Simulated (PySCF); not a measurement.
FS (SMILES F[S]), doublet, at a GFN2-xTB geometry; PySCF with SVWN5/3-21G.

Here is a job for PySCF.
```python
from pyscf import gto, scf, dft

mol = gto.Mole()
mol.atom = '''
    S    -0.00000000   -0.00000000   -0.58553681
    F     0.00000000    0.00000000    1.04095434
'''
mol.basis = '3-21g'
mol.spin = 1
mol.verbose = 4
mol.symmetry = True
mol.build()

mf = dft.UKS(mol)
mf.xc = 'lda,vwn'
mf.kernel()
mf.analyze()
```

What the program printed (banner, timings and long lists left out):

```
PySCF version 2.14.0

[INPUT] verbose = 4
[INPUT] num. atoms = 2
[INPUT] num. electrons = 25
[INPUT] charge = 0
[INPUT] spin (= nelec alpha-beta = 2S) = 1
[INPUT] symmetry True subgroup None
[INPUT] Mole.unit = angstrom
[INPUT] Symbol           X                Y                Z      unit          X                Y                Z       unit  Magmom
[...]
nuclear repulsion = 46.850250843652
point group symmetry = Coov
symmetry origin: [0.00000000e+00 0.00000000e+00 7.55890454e-09]
symmetry axis x: [1. 0. 0.]
symmetry axis y: [0. 1. 0.]
symmetry axis z: [0. 0. 1.]
num. orbitals of irrep A1 = 12
num. orbitals of irrep E1x = 5
num. orbitals of irrep E1y = 5
number of shells = 12
number of NR pGTOs = 42
number of NR cGTOs = 22
basis = 3-21g
ecp = {}

******** <class 'pyscf.dft.uks_symm.SymAdaptedUKS'> ********
method = SymAdaptedUKS
initial guess = minao
damping factor = 0
level_shift factor = 0
DIIS = <class 'pyscf.scf.diis.CDIIS'>
diis_start_cycle = 1
diis_space = 8
diis_damp = 0
SCF conv_tol = 1e-09
SCF conv_tol_grad = None
SCF max_cycles = 50
direct_scf = True
direct_scf_tol = 1e-13
number electrons alpha = 13  beta = 12
XC library pyscf.dft.libxc version 7.1.2
    S. Lehtola, C. Steigemann, M. J. T. Oliveira, and M. A. L. Marques,  SoftwareX 7, 1–5 (2018)
XC functionals = lda,vwn
    P. A. M. Dirac,  Math. Proc. Cambridge Philos. Soc. 26, 376 (1930)
    F. Bloch,  Z. Phys. 57, 545 (1929)
    S. H. Vosko, L. Wilk, and M. Nusair,  Can. J. Phys. 58, 1200 (1980)
radial grids:
    Treutler-Ahlrichs [JCP 102, 346 (1995); DOI:10.1063/1.469408] (M4) radial grids

becke partition: Becke, JCP 88, 2547 (1988); DOI:10.1063/1.454033
pruning grids: <function nwchem_prune>
grids dens level: 3
symmetrized grids: True
atomic radii adjust function: <function treutler_atomic_radii_adjust>
small_rho_cutoff = 0
Freeze 0 electrons in irreps []
    25 free electrons in irreps A1 E1x E1y
Set gradient conv threshold to 3.16228e-05
tot grids = 33144
init E= -493.293609354856

cycle= 1 E= -493.40226423073  delta_E= -0.109  |g|= 0.282  |ddm|= 1.16

cycle= 2 E= -493.050046273175  delta_E= 0.352  |g|= 0.96  |ddm|= 0.801

cycle= 3 E= -493.431220116083  delta_E= -0.381  |g|= 0.0535  |ddm|= 0.672

cycle= 4 E= -493.432910245122  delta_E= -0.00169  |g|= 0.0201  |ddm|= 0.0738

cycle= 5 E= -493.433019932241  delta_E= -0.00011  |g|= 0.0125  |ddm|= 0.02

cycle= 6 E= -493.433013268073  delta_E= 6.66e-06  |g|= 0.0131  |ddm|= 0.00213

cycle= 7 E= -493.43297073497  delta_E= 4.25e-05  |g|= 0.0155  |ddm|= 0.0045

cycle= 8 E= -493.432968121109  delta_E= 2.61e-06  |g|= 0.0155  |ddm|= 0.00102

cycle= 9 E= -493.432985833374  delta_E= -1.77e-05  |g|= 0.0145  |ddm|= 0.00188

cycle= 10 E= -493.43299493588  delta_E= -9.1e-06  |g|= 0.014  |ddm|= 0.00125

cycle= 11 E= -493.432986374799  delta_E= 8.56e-06  |g|= 0.0145  |ddm|= 0.00141

cycle= 12 E= -493.433000570849  delta_E= -1.42e-05  |g|= 0.0137  |ddm|= 0.0014

cycle= 13 E= -493.432996786933  delta_E= 3.78e-06  |g|= 0.014  |ddm|= 0.000443

cycle= 14 E= -493.43300138164  delta_E= -4.59e-06  |g|= 0.0138  |ddm|= 0.000896

cycle= 15 E= -493.433000465327  delta_E= 9.16e-07  |g|= 0.0138  |ddm|= 0.000364

cycle= 16 E= -493.433005078022  delta_E= -4.61e-06  |g|= 0.0136  |ddm|= 0.00276

cycle= 17 E= -493.432994930028  delta_E= 1.01e-05  |g|= 0.0141  |ddm|= 0.00249

cycle= 18 E= -493.432984768847  delta_E= 1.02e-05  |g|= 0.0145  |ddm|= 0.00203

cycle= 19 E= -493.432992620704  delta_E= -7.85e-06  |g|= 0.0141  |ddm|= 0.00221

cycle= 20 E= -493.433000139886  delta_E= -7.52e-06  |g|= 0.0136  |ddm|= 0.00178

cycle= 21 E= -493.433004501303  delta_E= -4.36e-06  |g|= 0.0134  |ddm|= 0.00065

cycle= 22 E= -493.433006232253  delta_E= -1.73e-06  |g|= 0.0133  |ddm|= 0.000887

cycle= 23 E= -493.43300593527  delta_E= 2.97e-07  |g|= 0.0133  |ddm|= 0.000769

cycle= 24 E= -493.432996843473  delta_E= 9.09e-06  |g|= 0.0138  |ddm|= 0.00279

cycle= 25 E= -493.433004512854  delta_E= -7.67e-06  |g|= 0.0134  |ddm|= 0.00263

[...]

cycle= 46 E= -493.433005065719  delta_E= 1.33e-06  |g|= 0.0134  |ddm|= 0.000501

cycle= 47 E= -493.432995597899  delta_E= 9.47e-06  |g|= 0.0138  |ddm|= 0.00155

cycle= 48 E= -493.432997579851  delta_E= -1.98e-06  |g|= 0.0137  |ddm|= 0.000794

cycle= 49 E= -493.432999399443  delta_E= -1.82e-06  |g|= 0.0136  |ddm|= 0.000655

cycle= 50 E= -493.432998992149  delta_E= 4.07e-07  |g|= 0.0136  |ddm|= 0.00086
SCF not converged.
SCF energy = -493.432998992149 after 50 cycles  <S^2> = 0.75019874  2S+1 = 2.0001987
**** SCF Summaries ****
Total Energy =                        -493.432998992148669
Nuclear Repulsion Energy =              46.850250843651992
One-electron Energy =                 -778.998929933025693
Two-electron Energy =                  238.715680097225004
Two-electron Coulomb Energy =          272.727571342425904
DFT Exchange-Correlation Energy =      -34.011891245200900
TODO: total wave-function symmetry for Coov
alpha occupancy for each irrep:     A1  E1x  E1y
                                     7    3    3
beta  occupancy for each irrep:     A1  E1x  E1y
                                     7    3    2
**** MO energy ****
alpha MO #1 (A1 #1), energy= -87.1500125269592 occ= 1
alpha MO #2 (A1 #2), energy= -24.0024334627199 occ= 1
alpha MO #3 (A1 #3), energy= -7.64050920599722 occ= 1
alpha MO #4 (A1 #4), energy= -5.71323100470745 occ= 1
alpha MO #5 (E1x #1), energy= -5.69007628282704 occ= 1
alpha MO #6 (E1y #1), energy= -5.69007628282704 occ= 1
alpha MO #7 (A1 #5), energy= -1.12351804770908 occ= 1
alpha MO #8 (A1 #6), energy= -0.646325742567698 occ= 1
alpha MO #9 (A1 #7), energy= -0.436298833853362 occ= 1
alpha MO #10 (E1x #2), energy= -0.38812617537355 occ= 1
alpha MO #11 (E1y #2), energy= -0.38812617537355 occ= 1
alpha MO #12 (E1x #3), energy= -0.213947961583093 occ= 1
alpha MO #13 (E1y #3), energy= -0.213947961583093 occ= 1
alpha MO #14 (A1 #8), energy= -0.0870450896381829 occ= 0
alpha MO #15 (A1 #9), energy= 0.336045916598984 occ= 0
alpha MO #16 (A1 #10), energy= 0.423739379932849 occ= 0
alpha MO #17 (E1x #4), energy= 0.444115766094499 occ= 0
alpha MO #18 (E1y #4), energy= 0.444115766094499 occ= 0
alpha MO #19 (E1x #5), energy= 1.70866248349687 occ= 0
alpha MO #20 (E1y #5), energy= 1.70866248349687 occ= 0
alpha MO #21 (A1 #11), energy= 1.82285804760011 occ= 0
alpha MO #22 (A1 #12), energy= 3.07366517651503 occ= 0
beta  MO #1 (A1 #1), energy= -87.1454738853921 occ= 1
beta  MO #2 (A1 #2), energy= -23.9959958491418 occ= 1
beta  MO #3 (A1 #3), energy= -7.6354506431933 occ= 1
beta  MO #4 (A1 #4), energy= -5.70929501063685 occ= 1
beta  MO #5 (E1x #1), energy= -5.68609724612157 occ= 1
beta  MO #6 (E1y #1), energy= -5.68609724612157 occ= 1
beta  MO #7 (A1 #5), energy= -1.11141648292957 occ= 1
beta  MO #8 (A1 #6), energy= -0.623648718354424 occ= 1
beta  MO #9 (A1 #7), energy= -0.422915976118199 occ= 1
beta  MO #10 (E1x #2), energy= -0.379829910740876 occ= 1
beta  MO #11 (E1y #2), energy= -0.379829910740876 occ= 1
beta  MO #12 (E1x #3), energy= -0.200791240766733 occ= 1
beta  MO #13 (E1y #3), energy= -0.200791240766733 occ= 0
beta  MO #14 (A1 #8), energy= -0.0722833061864563 occ= 0
beta  MO #15 (A1 #9), energy= 0.352294477397017 occ= 0
beta  MO #16 (A1 #10), energy= 0.433885490180279 occ= 0
beta  MO #17 (E1x #4), energy= 0.453473773560878 occ= 0
beta  MO #18 (E1y #4), energy= 0.453473773560878 occ= 0
beta  MO #19 (E1x #5), energy= 1.71511625790673 occ= 0
beta  MO #20 (E1y #5), energy= 1.71511625790673 occ= 0
beta  MO #21 (A1 #11), energy= 1.83020240713227 occ= 0
beta  MO #22 (A1 #12), energy= 3.0866038253199 occ= 0
 ** Mulliken pop alpha/beta on meta-lowdin orthogonal AOs **
 ** Mulliken pop       alpha | beta **
[...]
In total            13.00000 | 12.00000
 ** Mulliken atomic charges   ( Nelec_alpha | Nelec_beta ) **
charge of  0S =      0.18512  (     8.30524      7.50964 )
charge of  1F =     -0.18512  (     4.69476      4.49036 )
Dipole moment(X, Y, Z, Debye):  0.00000,  0.00000, -0.49208
```

The run did not converge; its last values are not results.
